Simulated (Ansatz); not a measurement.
Geometry optimisation, RKS PBE/def2-SVP (Ansatz).

The input (input.yaml):

```yaml
crystal:
  periodic: [false, false, false]
  atoms:
    - { symbol: W, position_ang: [0.0, 0.0, 0.0] }
    - { symbol: H, position_ang: [0.0, 0.0, 2.07] }
    - { symbol: H, position_ang: [1.72, 0.0, 0.0] }
    - { symbol: H, position_ang: [0.0, 1.72, 0.0] }
    - { symbol: H, position_ang: [-1.72, 0.0, 0.0] }
    - { symbol: H, position_ang: [0.0, -1.72, 0.0] }
    - { symbol: H, position_ang: [0.0, 0.0, -1.72] }
    - { symbol: F, position_ang: [1.4129, 1.4719, 0.6779] }
    - { symbol: H, position_ang: [0.7451, 0.7762, 1.879] }
basis:
  gaussian: { orbitals: def2-SVP }
hamiltonian:
  xc: pbe
relax:
  f_tol: 0.15
  max_steps: 25
  restrain:
    - { distance: [0, 7], at: 3.05, k: 30.0 }
    - { distance: [8, 1], at: 1.86, k: 30.0 }
    - { distance: [0, 1], at: 1.72, k: 30.0 }
    - { distance: [8, 7], at: 0.92, k: 30.0 }
```

Run as:

```bash
$ ansatz run input.yaml --threads 1 --pin off --max-ram 2048MiB --backend cpu --events-out ev --progress --plain --runs-dir out
```

Q: Where does it end, and by what steps?

A: The run converged. The restraints hold the end off the free minimum. After 13 steps the energy has fallen by 5.782 eV (the restraints' own energy left out); H9 moved furthest, 0.86 Å. Parted: W1–F8 (2.15 → 3.11 Å). Joined: F8–H9 (1.54 → 0.93 Å).

```
step  energy less start (eV)  largest force component (eV/Å)  accepted
   0                  0.0000                           4.734       yes
   1                  0.6356                           7.901       yes
   2                 -0.3887                           5.366       yes
   3                 -2.1079                           2.314       yes
   4                 -3.7762                           2.187       yes
   5                 -4.9703                           1.707       yes
   6                 -5.4292                           2.636       yes
   7                 -5.6305                           1.567       yes
   8                 -5.7208                           1.405       yes
   9                 -5.7605                           1.397       yes
  10                 -5.7676                           1.289       yes
  11                 -5.7791                           1.305       yes
  12                 -5.7714                           1.518        no
  13                 -5.7820                           1.545       yes
```

```xyz
9
Properties=species:S:1:pos:R:3
W -0.523 -0.519 0.372
H -0.044 -0.048 1.957
H 1.099 -0.224 0.344
H -0.203 1.089 0.327
H -1.565 0.482 -0.522
H 0.460 -1.575 -0.521
H 0.176 0.162 -0.964
F 1.550 1.772 0.677
H 1.209 1.109 1.238
```

Run time: 34 s on 1 thread of AMD EPYC 7R43 64-Core Processor (Zen 3), on a shared host, peak memory 0.15 GiB.
